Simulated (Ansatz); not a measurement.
Reaction (substitution at a C–O bond): `NB(Cl)OC=S` + CH₃SH → `CSC=S` + `NB(O)Cl`

Isolated molecules relaxed with PBE0-D4/def2-TZVP in Ansatz; ΔE leaves out vibrations. CCSD(T)/CBS adds triple-zeta CCSD(T) − MP2 to the extrapolated MP2 energy (def2 sets, frozen cores). This one scheme is used for every species. Functionals use def2-TZVPP. B3LYP here is the variant with VWN-RPA as its local correlation; programs differ in this. HSE06 is defined as in plane-wave codes. One conformer a species, not always the lowest.

(1) Is it downhill or uphill in electronic energy at CCSD(T)/CBS, and by how much? (Best estimate.)

(2) What do these levels give: LDA (SPW92), r2SCANh-D4, r2SCAN0-D4, HSE06-D4, ωB97M-V, BLYP, B3LYP, r2SCANh, r2SCAN0, BHLYP, HF/def2-SVP, MP2/def2-QZVPP? (Estimate.)

Largest T1 diagnostic among the species: 0.016.

Answers

(1) Ansatz gave: Downhill: ΔE = -44.2 kJ/mol.

(2) The calculation gave: LDA (SPW92) -44.5, r2SCANh-D4 -46.8, r2SCAN0-D4 -44.8, HSE06-D4 -45.2, ωB97M-V -37.8, BLYP -43.6, B3LYP -40.7, r2SCANh -47.1, r2SCAN0 -45.1, BHLYP -35.4, HF/def2-SVP -12.6, MP2/def2-QZVPP -50.7 kJ/mol.

At CCSD(T), def2-SVP lies +22.1 kJ/mol from the extrapolated value and def2-TZVPP +5.9 kJ/mol. From PBE to PBE0 (25 % exact exchange), in def2-TZVPP and without D4, ΔE moves by +3.7 kJ/mol.
